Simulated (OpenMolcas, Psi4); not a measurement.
**Exact exchange and the HOMO–LUMO gap of Ge2H6**

Ge2H6 has 8 atoms, charge 0, and is taken as a singlet. As SMILES, `[GeH3][GeH3]`. The shape is that of a PBE0-D4/def2-TZVP optimisation.

The HOMO–LUMO gap y, in eV, basis 6-31G(d); a is the functional's share of exact exchange. Programs: OpenMolcas 26.06, Psi4 1.11.

| functional | program | a | y (eV) |
| --- | --- | --- | --- |
| BLYP | Psi4 | 0 | 6.48 |
| r2SCAN | OpenMolcas | 0 | 7.33 |
| B3LYP | OpenMolcas | 0.2 | ? |
| PBE0 | OpenMolcas | 0.25 | 8.54 |
| BHLYP | OpenMolcas | 0.5 | 10.26 |

Question: Fit y = c + s·a to the known rows and predict B3LYP.

Answer: 
1. Means of the 4 rows: a = 0.1875, y = 8.152.
2. Σ(Δa)² = 0.17188, Σ(Δa·Δy) = 1.1506, so the slope is 1.1506/0.17188 = 6.6942.
3. Intercept: 8.152 − (6.6942) × 0.1875 = 6.897. The largest residual of the fit is 0.43.
4. B3LYP: 6.897 + (6.6942) × 0.2 = 8.24 eV.

The run gave 8.02 eV, so the prediction is off by +0.22 eV, within the scatter of the fit. Exact exchange lowers occupied levels and raises empty ones. The rows mix families of semi-local functionals, which the line can't see.
